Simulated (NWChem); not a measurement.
System: C₂HBCl₂; SMILES ClB(C#C)Cl

NWChem printed, in part:

```
             Northwest Computational Chemistry Package (NWChem) 7.3.0
             --------------------------------------------------------

 CS  symmetry detected

                             Geometry "geometry" -> ""
                             -------------------------

 Output coordinates in angstroms (scale by  1.889725989 to convert to a.u.)

  No.       Tag          Charge          X              Y              Z
 ---- ---------------- ---------- -------------- -------------- --------------
    1 B                    5.0000     0.00086207    -0.01345624     0.00000000
    2 C                    6.0000     0.00920939    -1.52831369     0.00000000
    3 C                    6.0000     0.01441443    -2.74561956     0.00000000
    4 H                    1.0000     0.01895518    -3.82168936     0.00000000
    5 Cl                  17.0000     1.50396360     0.87817982     0.00000000
    6 Cl                  17.0000    -1.51366997     0.85903018     0.00000000

 Effective nuclear repulsion energy (a.u.)     208.4482525738

      Symmetry information
      --------------------

 Group name             Cs
 Group number              2
 Group order               2
 No. of unique centers     6

                                 NWChem DFT Module
                                 -----------------

 Summary of "ao basis" -> "ao basis" (spherical)
 ------------------------------------------------------------------------------
       Tag                 Description            Shells   Functions and Types
 ---------------- ------------------------------  ------  ---------------------
 B                         def2-svpd                 8       20   4s2p2d
 C                         def2-svpd                 8       20   4s2p2d
 H                         def2-svpd                 4        8   2s2p
 Cl                        def2-svpd                11       27   5s4p2d

      Symmetry analysis of basis
      --------------------------

        a'         86
        a"         36

            General Information
            -------------------
          SCF calculation type: DFT
          Wavefunction type:  closed shell.
          No. of atoms     :     6
          No. of electrons :    52
           Alpha electrons :    26
            Beta electrons :    26
          Charge           :     0
          Spin multiplicity:     1
          Use of symmetry is: off; symmetry adaption is: on
          Maximum number of iterations: 150
          AO basis - number of functions:   122
                     number of shells:    50
          Convergence on energy requested:  1.00D-06
          Convergence on density requested:  1.00D-05
          Convergence on gradient requested:  5.00D-04

              XC Information
              --------------
                         PBE0 Method XC Functional
                     Hartree-Fock (Exact) Exchange  0.250
          PerdewBurkeErnzerhof Exchange Functional  0.750
            Perdew 1991 LDA Correlation Functional  1.000 local
           PerdewBurkeErnz. Correlation Functional  1.000 non-local

             Grid Information
             ----------------
          Grid used for XC integration:  medium
          Radial quadrature: Mura-Knowles
          Angular quadrature: Lebedev.
          Tag              B.-S. Rad. Rad. Pts. Rad. Cut. Ang. Pts.
          ---              ---------- --------- --------- ---------
          B                   0.85       49          11.0       434
          C                   0.70       49          13.0       434
          H                   0.35       45          14.0       434
          Cl                  1.00       88          12.0       590
          Grid pruning is: on
          Number of quadrature shells:   368
          Spatial weights used:  Erf1

      Superposition of Atomic Density Guess
      -------------------------------------

 Sum of atomic energies:       -1018.91272821

      Non-variational initial energy
      ------------------------------

 Total energy =   -1020.827201
 1-e energy   =   -1817.479886
 2-e energy   =     588.204433
 HOMO         =      -0.356016
 LUMO         =      -0.045334

      Symmetry analysis of molecular orbitals - initial
      -------------------------------------------------

  Numbering of irreducible representations:

     1 a'          2 a"

  Orbital symmetries:

     1 a'          2 a'          3 a'          4 a'          5 a'
     6 a'          7 a'          8 a'          9 a'         10 a"
    11 a'         12 a"         13 a'         14 a'         15 a'
    16 a'         17 a'         18 a'         19 a'         20 a'
    21 a"         22 a"         23 a'         24 a'         25 a"
    26 a'         27 a"         28 a'         29 a'         30 a'
    31 a'         32 a'         33 a"         34 a'         35 a"
    36 a"

 !! scf_movecs_sym_adapt:   15 vectors were symmetry contaminated

  Symmetry fudging

   convergence    iter        energy       DeltaE   RMS-Dens  Diis-err
 ---------------- ----- ----------------- --------- --------- ---------
 d= 0,ls=0.0,diis     1  -1021.2328233826 -1.23D+03  1.69D-02  5.72D-01

 !! scf_movecs_sym_adapt:   16 vectors were symmetry contaminated

  Symmetry fudging
 d= 0,ls=0.0,diis     2  -1021.2313655518  1.46D-03  7.39D-03  5.39D-01

 !! scf_movecs_sym_adapt:    7 vectors were symmetry contaminated

  Symmetry fudging

 !! scf_movecs_sym_adapt:    2 vectors were symmetry contaminated

 d= 0,ls=0.0,diis     3  -1021.3007546124 -6.94D-02  2.06D-03  4.26D-02

 !! scf_movecs_sym_adapt:    4 vectors were symmetry contaminated

  Symmetry fudging
 d= 0,ls=0.0,diis     4  -1021.3032527757 -2.50D-03  9.74D-04  2.80D-02

 !! scf_movecs_sym_adapt:    2 vectors were symmetry contaminated

  Symmetry fudging
 d= 0,ls=0.0,diis     5  -1021.3068492435 -3.60D-03  2.12D-04  2.77D-04
  Resetting Diis
 d= 0,ls=0.0,diis     6  -1021.3068832064 -3.40D-05  5.24D-05  2.24D-05
 d= 0,ls=0.0,diis     7  -1021.3068865579 -3.35D-06  2.37D-05  1.32D-06
 d= 0,ls=0.0,diis     8  -1021.3068865124  4.55D-08  1.18D-05  1.64D-06
 d= 0,ls=0.0,diis     9  -1021.3068867574 -2.45D-07  1.90D-06  3.79D-08

         Total DFT energy =    -1021.306886757445
      One electron energy =    -1820.266536655895
           Coulomb energy =      661.742048392029
    Exchange-Corr. energy =      -71.230651067418
 Nuclear repulsion energy =      208.448252573839

 Numeric. integr. density =       51.999999134294

                  Occupations of the irreducible representations
                  ----------------------------------------------

                     irrep           alpha         beta
                     --------     --------     --------
                     a'               21.0         21.0
                     a"                5.0          5.0

                       DFT Final Molecular Orbital Analysis
                       ------------------------------------

 Vector   24  Occ=2.000000D+00  E=-3.482215D-01  Symmetry=a'
              MO Center= -1.5D-03,  2.1D-01,  3.7D-11, r^2= 4.4D+00
   Bfn.  Coefficient  Atom+Function         Bfn.  Coefficient  Atom+Function
  ----- ------------  ---------------      ----- ------------  ---------------
    80      0.315166  5 Cl px               107      0.312146  6 Cl px
    77      0.256682  5 Cl px               104      0.254406  6 Cl px
   108      0.248588  6 Cl py                81     -0.244625  5 Cl py
    25      0.190550  2 C  px               105      0.187976  6 Cl py
    78     -0.184752  5 Cl py                45      0.179942  3 C  px

 Vector   25  Occ=2.000000D+00  E=-3.309049D-01  Symmetry=a"
              MO Center=  8.6D-03, -1.7D+00, -5.9D-10, r^2= 2.6D+00
   Bfn.  Coefficient  Atom+Function         Bfn.  Coefficient  Atom+Function
  ----- ------------  ---------------      ----- ------------  ---------------
    27      0.401296  2 C  pz                47      0.397380  3 C  pz
    30      0.247880  2 C  pz                50      0.176176  3 C  pz
    82     -0.164642  5 Cl pz               109     -0.165449  6 Cl pz
    79     -0.127364  5 Cl pz               106     -0.127990  6 Cl pz
    76     -0.072724  5 Cl pz               103     -0.073082  6 Cl pz

[...]

                                NWChem TDDFT Module
                                -------------------

            General Information
            -------------------
           No. of orbitals :     244
            Alpha orbitals :     122
             Beta orbitals :     122
        Alpha frozen cores :       0
         Beta frozen cores :       0
     Alpha frozen virtuals :       0
      Beta frozen virtuals :       0
         Spin multiplicity :       1
    Number of AO functions :     122
        Use of symmetry is : off
      Symmetry adaption is : on
         Schwarz screening :  0.10D-07

              XC Information
              --------------
                  PBE0 Method XC Functional
              Hartree-Fock (Exact) Exchange   0.25
   PerdewBurkeErnzerhof Exchange Functional   0.75
     Perdew 1991 LDA Correlation Functional   1.00 local
    PerdewBurkeErnz. Correlation Functional   1.00 non-local

             TDDFT Information
             -----------------
          Calculation type : Tamm-Dancoff TDDFT
         Wavefunction type : Restricted singlets
          No. of electrons :      52
           Alpha electrons :      26
            Beta electrons :      26
              No. of roots :       6
          Max subspacesize :    5200
            Max iterations :     100
               Target root :       1
           Target symmetry : none
      Symmetry restriction : off
                 Algorithm : Optimal
        Davidson threshold :  0.10D-03

    6 smallest eigenvalue differences (eV)
--------------------------------------------------------
  No. Spin  Occ  Vir  Irrep   E(Occ)    E(Vir)   E(Diff)
--------------------------------------------------------
    1    1   26   27 a"       -0.318    -0.091     6.190
    2    1   25   27 a'       -0.331    -0.091     6.538
    3    1   24   27 a"       -0.348    -0.091     7.009
    4    1   23   27 a'       -0.357    -0.091     7.254
    5    1   22   27 a"       -0.360    -0.091     7.320
    6    1   26   28 a'       -0.318    -0.006     8.495
--------------------------------------------------------

  Entering Davidson iterations
  Restricted singlet excited states

  Iter   NTrls   NConv    DeltaV     DeltaE      Time
  ----  ------  ------  ---------  ---------  ---------
    1      6       0     0.26E+00   0.10+100       15.6
    2     12       0     0.77E-01   0.84E-01       16.4
    3     18       0     0.55E-01   0.17E-01       17.2
    4     24       0     0.87E-01   0.37E-01       18.7
    5     30       3     0.11E-01   0.11E-01       17.9
    6     33       5     0.24E-02   0.22E-03       14.7
    7     34       5     0.56E-03   0.11E-04       12.0
    8     35       6     0.70E-04   0.22E-06       12.0
  ----  ------  ------  ---------  ---------  ---------
  Convergence criterion met

  Ground state a'      -1021.306886757445 a.u.

  ----------------------------------------------------------------------------
  Root   1 singlet a"             0.163705505 a.u.                4.4547 eV
  ----------------------------------------------------------------------------
     Transition Moments    X  0.00000   Y -0.00000   Z -0.00012
     Dipole Oscillator Strength                    0.0000000016
     Electric Quadrupole                           0.0000000018
     Magnetic Dipole                               0.0000001483
     Total Oscillator Strength                     0.0000001516

     Occ.   24  a'  ---  Virt.   27  a"      -0.13342
     Occ.   26  a'  ---  Virt.   27  a"      -0.98530
     Occ.   26  a'  ---  Virt.   33  a"      -0.06820
  ----------------------------------------------------------------------------
  Root   2 singlet a"             0.200105898 a.u.                5.4452 eV
  ----------------------------------------------------------------------------
     Transition Moments    X -0.00000   Y -0.00000   Z -0.00009
     Dipole Oscillator Strength                    0.0000000010
     Electric Quadrupole                           0.0000000091
     Magnetic Dipole                               0.0000005678
     Total Oscillator Strength                     0.0000005778

     Occ.   24  a'  ---  Virt.   27  a"      -0.98613
     Occ.   26  a'  ---  Virt.   27  a"       0.13775
     Occ.   26  a'  ---  Virt.   33  a"      -0.06439
  ----------------------------------------------------------------------------
  Root   3 singlet a'             0.203657105 a.u.                5.5418 eV
  ----------------------------------------------------------------------------
     Transition Moments    X -0.00559   Y  0.91443   Z -0.00000
     Dipole Oscillator Strength                    0.1135339138
     Electric Quadrupole                           0.0000003565
     Magnetic Dipole                               0.0000000000
     Total Oscillator Strength                     0.1135342703

     Occ.   24  a'  ---  Virt.   28  a'       0.12235
     Occ.   25  a"  ---  Virt.   27  a"       0.87390
     Occ.   26  a'  ---  Virt.   28  a'       0.45316
  ----------------------------------------------------------------------------
  Root   4 singlet a"             0.212239193 a.u.                5.7753 eV
  ----------------------------------------------------------------------------
     Transition Moments    X  0.00000   Y -0.00000   Z  0.03163
     Dipole Oscillator Strength                    0.0001416011
     Electric Quadrupole                           0.0000000168
     Magnetic Dipole                               0.0000008498
     Total Oscillator Strength                     0.0001424677

     Occ.   22  a'  ---  Virt.   27  a"      -0.99638
     Occ.   22  a'  ---  Virt.   33  a"       0.06231
  ----------------------------------------------------------------------------
  Root   5 singlet a'             0.235306038 a.u.                6.4030 eV
  ----------------------------------------------------------------------------
     Transition Moments    X  0.92116   Y  0.00628   Z  0.00000
     Dipole Oscillator Strength                    0.1331169668
     Electric Quadrupole                           0.0000003267
     Magnetic Dipole                               0.0000000236
     Total Oscillator Strength                     0.1331173171

     Occ.   22  a'  ---  Virt.   28  a'       0.14700
     Occ.   23  a"  ---  Virt.   27  a"      -0.97001
     Occ.   24  a'  ---  Virt.   29  a'       0.05840
     Occ.   24  a'  ---  Virt.   31  a'       0.05997
     Occ.   24  a'  ---  Virt.   42  a'      -0.05270
  ----------------------------------------------------------------------------
  Root   6 singlet a"             0.248656416 a.u.                6.7663 eV
  ----------------------------------------------------------------------------
     Transition Moments    X  0.00000   Y  0.00000   Z -0.00054
     Dipole Oscillator Strength                    0.0000000481
     Electric Quadrupole                           0.0000000054
     Magnetic Dipole                               0.0000000365
     Total Oscillator Strength                     0.0000000900

     Occ.   21  a"  ---  Virt.   28  a'       0.09612
     Occ.   25  a"  ---  Virt.   28  a'       0.98409
     Occ.   25  a"  ---  Virt.   32  a'      -0.09691

              Target root =      1
          Target symmetry = none
      Ground state energy =  -1021.306886757445
        Excitation energy =      0.163705505260
     Excited state energy =  -1021.143181252185

  stored tddft:energy   -1021.1431812521854
```

Level: PBE0/def2-SVPD, TDA. All runs use the structure optimised with PBE0/def2-SVP.

Q: Write an input that gives this output.

A: Several could match; the one computed here: the input that was run:
```
start job
memory heap 200 mb stack 900 mb global 1100 mb
geometry units angstroms noautoz
  B      0.000547    -0.000020    -0.001314
  C      0.031447    -1.514583     0.001319
  C      0.054775    -2.731673     0.004305
  H      0.075336    -3.807552     0.007413
  Cl     1.490207     0.913895    -0.002596
  Cl    -1.526807     0.849820    -0.002624
end
basis spherical
  B library def2-svpd
  C library def2-svpd
  H library def2-svpd
  Cl library def2-svpd
end
dft
  xc pbe0
  iterations 150
end
tddft
  cis
  nroots 6
  notriplet
end
task tddft energy
```
